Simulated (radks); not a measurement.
Results of a calculation; reference values are marked as such.
Question: These are the eigenvalues of the occupied orbitals of an atom or ion with whole-number occupations (eV). Level of theory: Dirac Kohn-Sham, PBEsol, spin-unpolarised, spherical densities, point nucleus (a radial shooting solver on a logarithmic mesh with Libxc functionals).

| orbital | eigenvalue |
|---|---|
| 1s1/2 | -10983.41 |
| 2s1/2 | -1404.141 |
| 2p1/2 | -1253.123 |
| 2p3/2 | -1221.283 |
| 3s1/2 | -202.0940 |
| 3p1/2 | -152.2965 |
| 3p3/2 | -148.0158 |
| 3d3/2 | -63.4636 |
| 3d5/2 | -62.8708 |
| 4s1/2 | -40.3837 |

Which element is it, and in what charge state? The configuration may be excited. Open shells, if any, fill j = l - 1/2 first.

Answer: Z = 32, germanium, charge +3: Ge3+ in [Ar] 3d10 4s1. The list shows which subshells hold electrons but not how many an open one holds; the 1s level, -403.63 hartree, gives Z - s = 28.4 by -(Z - s)^2/2, which with screening and relativity narrows Z to a few neighbours, and the depths of the outer levels then fix element, charge and occupations together.
